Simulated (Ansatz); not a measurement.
Reaction (formal exchange of groups at the Se–Sn bond): `[SeH][SnH2][SeH]` + dimethylamine → `CNC[SeH]` + `[SeH][SnH3]`

Program: Ansatz. Geometries: PBE0-D4/def2-TZVP. ΔE: electronic, gas phase. CBS: MP2 limit from def2 TZ/QZ plus the TZ coupled-cluster correction, frozen cores. Functionals use def2-TZVPP. B3LYP here is the variant with VWN-RPA as its local correlation; programs differ in this. Elements past krypton have def2 core potentials. For Se, Sn outer-core shells are correlated without core-valence functions, which leaves a few kJ/mol of doubt a bond. Scalar relativity is left out up to krypton. One conformer a species, not always the lowest.

```csv
level,ΔE (eV)
PBE-D4,1.28
PBE0,1.31
B3LYP,1.31
SCS-MP2/def2-QZVPP,1.32
```

Q: What does CCSD(T)/CBS give? (Best estimate.)

A: The calculation gave: +1.35 eV. The listed levels differ from it by -0.07, -0.04, -0.04, -0.03 eV.

Largest T1 diagnostic among the species: 0.011.

In def2-TZVPP, CCSD(T) changes the Hartree–Fock value by −0.13 eV (the triples alone add −0.01 eV) and MP2 by −0.08 eV.
